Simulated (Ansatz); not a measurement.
`CB(N)Cl` + HBr → `NB(Cl)Br` + CH₄ at 600 K and 1 bar (ligand exchange at a B–C bond).

Calculated with Ansatz (gas phase, PBE0-D4/def2-TZVP geometries, no zero-point term in ΔE). CBS: MP2 limit from def2 TZ/QZ plus the TZ coupled-cluster correction, frozen cores. This one scheme is used for every species. For Br outer-core shells are correlated without core-valence functions, which leaves a few kJ/mol of doubt a bond. Scalar relativity is left out up to krypton. Each species was taken in one conformer, which may not be the lowest.

| species | CCSD(T)/CBS energy (Eh) | H − E (kJ/mol) | S (J/(mol·K)) |
| --- | --- | --- | --- |
| `CB(N)Cl` | -580.44617 | 231.9 | 379.5 |
| HBr | -2573.91920 | 33.5 | 219.1 |
| `NB(Cl)Br` | -3113.92934 | 129.4 | 370.9 |
| CH₄ | -40.46206 | 140.4 | 215.7 |

H − E and S are ideal-gas, rigid-rotor, harmonic terms from PBE0-D4/def2-TZVP, for one conformer and one mirror image of each species. 1 Eh = 2625.50 kJ/mol, R = 8.31446 J/(mol·K).

**Question.** By hand: ΔE, ΔH, ΔS and ΔG.

**Answer.** ΔE = (-3113.92934) + (-40.46206) − (-580.44617) − (-2573.91920) = -0.02603 Eh = -68.3 kJ/mol. Δ(H − E) = 129.4 + 140.4 − 231.9 − 33.5 = 4.4, so ΔH = -63.9 kJ/mol. ΔS = 370.9 + 215.7 − 379.5 − 219.1 = -12.0 J/(mol·K). ΔG = -63.9 − 600 × (-12.0)/1000 = -56.7 kJ/mol.

**Question.** By hand: the equilibrium constant, and the temperature at which ΔG would vanish if ΔH and ΔS stayed fixed.

**Answer.** log₁₀ K = −ΔG/(RT ln 10) = 4.9. ΔG = 0 at ΔH/ΔS = 5325 K, far beyond where these terms or the molecules hold.

The number of gas molecules stays the same, so ΔS is small and ΔH decides. A doubt of 5 kJ/mol in ΔE shifts log₁₀ K by 0.4 here. Other conformers and mirror images would add mixing entropy, several J/(mol·K) or more a flexible species. These are equilibria of isolated gas molecules and say nothing of rates. Largest T1 diagnostic: 0.010 (customary marks: 0.02 for closed shells, 0.045 for open ones).
